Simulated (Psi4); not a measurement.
Calculation: SAPT0/jun-cc-pVDZ, frozen core run with Psi4 1.11.

Psi4 input:

```
molecule {
0 1
C -1.28176049 -0.15082639 -0.10906567
C -0.00996932 0.61910650 0.17168338
C 1.28652814 -0.14685756 0.02471550
O -0.02862927 1.78288472 0.49752225
H -2.14769373 0.48404984 0.06215613
H -1.33830665 -1.03622082 0.52895966
H -1.28379850 -0.50481818 -1.14319684
H 1.31436382 -0.97158014 0.74171903
H 2.13210496 0.51466024 0.19685169
H 1.35716104 -0.59039820 -0.97134514
--
0 1
B -1.47151173 2.93992168 0.72869677
H -0.70153643 3.80348562 1.00409693
H -1.91178824 2.24067691 1.58406081
H -1.80093507 2.77541984 -0.40216810
units angstrom
symmetry c1
no_reorient
no_com
}
set basis jun-cc-pvdz
set scf_type df
set freeze_core true
energy('sapt0')
```

Part of the output:

```
    SAPT Results
  --------------------------------------------------------------------------------------------------------
    Electrostatics                -55.39320453 [mEh]     -34.75976062 [kcal/mol]    -145.43483845 [kJ/mol]
      Elst10,r                    -55.39320453 [mEh]     -34.75976062 [kcal/mol]    -145.43483845 [kJ/mol]

    Exchange                       93.64833567 [mEh]      58.76521784 [kcal/mol]     245.87367143 [kJ/mol]
      Exch10                       93.64833567 [mEh]      58.76521784 [kcal/mol]     245.87367143 [kJ/mol]
      Exch10(S^2)                  90.69612937 [mEh]      56.91268041 [kcal/mol]     238.12265485 [kJ/mol]

    Induction                     -34.82147733 [mEh]     -21.85080691 [kcal/mol]     -91.42377612 [kJ/mol]
      Ind20,r                     -52.51749689 [mEh]     -32.95522684 [kcal/mol]    -137.88466908 [kJ/mol]
      Exch-Ind20,r                 33.22208601 [mEh]      20.84717371 [kcal/mol]      87.22457480 [kJ/mol]
      delta HF,r (2)              -15.52606645 [mEh]      -9.74275379 [kcal/mol]     -40.76368184 [kJ/mol]

    Dispersion                    -15.15400953 [mEh]      -9.50928454 [kcal/mol]     -39.78684654 [kJ/mol]
      Disp20                      -19.28999587 [mEh]     -12.10465516 [kcal/mol]     -50.64587717 [kJ/mol]
      Exch-Disp20                   4.13598634 [mEh]       2.59537061 [kcal/mol]      10.85903064 [kJ/mol]
      Disp20 (SS)                  -9.64499793 [mEh]      -6.05232758 [kcal/mol]     -25.32293859 [kJ/mol]
      Disp20 (OS)                  -9.64499793 [mEh]      -6.05232758 [kcal/mol]     -25.32293859 [kJ/mol]
      Exch-Disp20 (SS)              2.13064683 [mEh]       1.33700107 [kcal/mol]       5.59401249 [kJ/mol]
      Exch-Disp20 (OS)              2.00533950 [mEh]       1.25836954 [kcal/mol]       5.26501814 [kJ/mol]

  Total HF                          3.43365382 [mEh]       2.15465030 [kcal/mol]       9.01505687 [kJ/mol]
  Total SAPT0                     -11.72035571 [mEh]      -7.35463424 [kcal/mol]     -30.77178967 [kJ/mol]
```
